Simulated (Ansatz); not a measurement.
A search over several starts for the lowest SCF solution of the cluster Li₄S₂⁺ at the given spin, in a small basis.

```yaml
crystal:
  periodic: [false, false, false]
  atoms:
    - {symbol: Li, position_ang: [1.543761, -0.325053, 0.371212]}
    - {symbol: Li, position_ang: [0.104845, 1.046127, -1.216356]}
    - {symbol: Li, position_ang: [-1.822972, 1.042135, 2.489433]}
    - {symbol: Li, position_ang: [-0.496415, -1.377784, -0.728078]}
    - {symbol: S, position_ang: [1.328467, -0.710774, -1.805559]}
    - {symbol: S, position_ang: [-0.657676, 0.325349, 0.889349]}
basis:
  gaussian: {orbitals: def2-SVP}
total_charge: 1
magnetization: {spin_polarized: true, initial_magnetization: 1}
hamiltonian: {xc: pbe0, dispersion: d4}
output: {orbitals: {seedname: orbitals}}
```

```sh
$ ansatz run in.yaml --threads 4 --pin off --events-out ev --progress --plain --max-ram 3916MiB
```

It prints (some lines left out):

```
Functional definition: PBE0
832 factors; integrals over basis functions are off by at most 4.1e-4 eV
mean field evaluation 1: about -22465.2391 eV, gradient 3.3e1 eV
mean field evaluation 2: about -22458.9820 eV, gradient 4.1e1 eV
mean field evaluation 4: about -22472.0785 eV, gradient 1.8e0 eV
mean field evaluation 8: about -22472.1648 eV, gradient 1.6e-1 eV
mean field evaluation 16: about -22472.2298 eV, gradient 1.1e0 eV
mean field evaluation 32: about -22472.3401 eV, gradient 4.1e-1 eV
mean field -22472.41087611 eV, -825.8458673500 hartree, gradient 4.8e-6 eV, S^2 0.754154; 6 other end points of the search recorded, 0 dependent functions left out
reference -22472.41093488 eV, -825.8458695098 hartree; 22, 21 occupied and 50, 51 virtual orbitals, 832 factors
Total energy: -22472.49762778 eV, -825.8490554149 hartree
```

It took 4.4 s on 4 threads of Arm Neoverse V1 on a shared host.

The structure comes from a short search, and lower isomers may exist.
